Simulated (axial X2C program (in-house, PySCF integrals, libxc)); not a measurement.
## Nuclear properties of CuSe⁺

Calculated with an axial X2C code built on PySCF integrals: two-component X2C with atomic mean-field Coulomb and Gaunt terms, Gaussian nuclei, basis Se dyall-cv3z, Cu dyall-cv3z with contracted cores.

R = 2.224 Å (near the PBE0 minimum at charge 1 of the determinant lowest at the starting distance; the state shown can have its own minimum elsewhere).

Input and command:
```json
{"zs": [34, 29], "q": 1, "bas": ["dyall-cv3z", "dyall-cv3z"], "r0": 2.22, "levels": ["PBE0", "HF", "LDA", "r2SCAN", "BHandHLYP"], "nst": 3}
```
```bash
python soeom.py task.json out
```

Keys: zs atomic numbers; q charge; bas basis sets; r0 starting distance in Å; levels methods; nst determinants followed.

Determinant lowest in the PBE0 search, Ω = 1 (⟨Sz⟩ = 1.00, ⟨Lz⟩ = 0.00 at PBE0), spin on the atoms Se 0.95, Cu 0.05:

| level | Eeff magnitude (GV/cm) | Ws magnitude Se (kHz) | Ws magnitude Cu (kHz) | A∥/gI Se (MHz) | qzz Se (a.u.) | A∥/gI Cu (MHz) | qzz Cu (a.u.) |
| --- | --- | --- | --- | --- | --- | --- | --- |
| PBE0 | 0.148 | 0.0414 | 0.046 | -575 | -4.63 | -157 | 0.08 |
| HF | 0.275 | 0.0395 | 0.0788 | -446 | -6.46 | -144 | -0.84 |
| LDA | 0.0933 | 0.0406 | 0.0296 | -529 | -3.05 | -147 | 0.68 |
| r2SCAN | 0.366 | 0.157 | 0.0352 | -559 | -3.74 | -157 | 0.31 |
| BHandHLYP | 0.0639 | 0.0163 | 0.0573 | -467 | -5.47 | -134 | -0.28 |

Determinant 0.74 eV from it at PBE0 and this distance, Ω = 0 (closed shell), highest spinor 81% Se p, 14% Cu d, 4% Cu p:

```csv
level,qzz Se (a.u.),qzz Cu (a.u.)
PBE0,-4.21,0.20
HF,-6.71,-0.80
LDA,-2.64,0.77
r2SCAN,-3.03,0.49
BHandHLYP,-5.48,-0.22
```

Eeff is the effective electric field on the electron electric dipole moment in this Ω state and Ws the scalar–pseudoscalar constant of the nucleus named (defined with the proton number Z and per Ω); A∥ (defined per Ω) follows by multiplying with gI = μI/(I μN); qzz is the electric field gradient, eQq0 = 234.96 MHz × Q/barn × qzz. The operators were transformed with the bare-nucleus X2C matrices; with these basis sets, hyperfine constants and field gradients can be off by tens of per cent, and where levels differ in sign neither size nor sign is settled.

**Question.** With gI(77Se) = 1.0701, gI(63Cu) = 1.4824 (g factors from the IAEA table of nuclear moments by Stone), turn the PBE0 values of the first state into constants in MHz.

**Answer.** A∥(77Se) = -575 × 1.0701 = -615 MHz; A∥(63Cu) = -157 × 1.4824 = -233 MHz.

Each state is one determinant with collinear spin, which with several unpaired electrons need not be a pure state. Unrestricted Hartree–Fock can overshoot spin polarisation at the nuclei. In the state Ω = 1 the sign of Eeff differs between levels (LDA against PBE0). A closed determinant beside an open π² or δ² triplet, such as (π1/2)², mixes with its partner pair into the 0⁺ component of the triplet and ¹Σ⁺, so its energy is not that of a level, and 0⁺ can lie lowest. With several open shells hyperfine constants can be off by a factor of several. Where Eeff spreads by more than a factor of two the levels disagree and none is to be relied on. Open-shell Ω = 0 determinants with evenly filled partner blocks cannot be reached by this program, so the Ω shown need not be the lowest component. The search compared states at one distance, so a state with another bond length can lie lower. The sign of Ws at Se differs between levels in the first state. Further determinants of the search, some of them spin-mixed, are not shown. Where a field gradient or hyperfine factor spreads by more than a factor of two over the levels, a constant derived from it is not to be relied on. PBE0 term energies can be off by some tenths of an eV.
